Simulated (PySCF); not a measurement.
Ligands exchanged one at a time, Ga F-Br. Isolated molecules, 0 K electronic values unless said otherwise. Strings in code marks are SMILES.

Level of theory: PBE-D3(BJ)/def2-TZVP // PBE0-D4/def2-TZVP (PySCF 2.14.0). All candidates: neutral, multiplicity 1. Excitations are Tamm–Dancoff values on a coarser integration grid. The basis has no diffuse functions, so Rydberg states are missing or too high.

The T1 excitation (TDA) comes out as 4.17 eV and the S1 excitation (TDA) comes out as 4.47 eV. The dipole moment comes out as 0.00 D.

### Question
Which member has these values?
(A) `[F][Ga]([Br])[Br]`
(B) `[F][Ga]([F])[Br]`
(C) `[F][Ga]([F])[F]`
(D) `[Br][Ga]([Br])[Br]`

### Answer
D, `[Br][Ga]([Br])[Br]`. The others give `[F][Ga]([F])[F]`: 6.11 eV, 6.43 eV, 0.00 D; `[F][Ga]([F])[Br]`: 4.72 eV, 5.10 eV, 1.32 D; `[F][Ga]([Br])[Br]`: 4.44 eV, 4.79 eV, 1.07 D
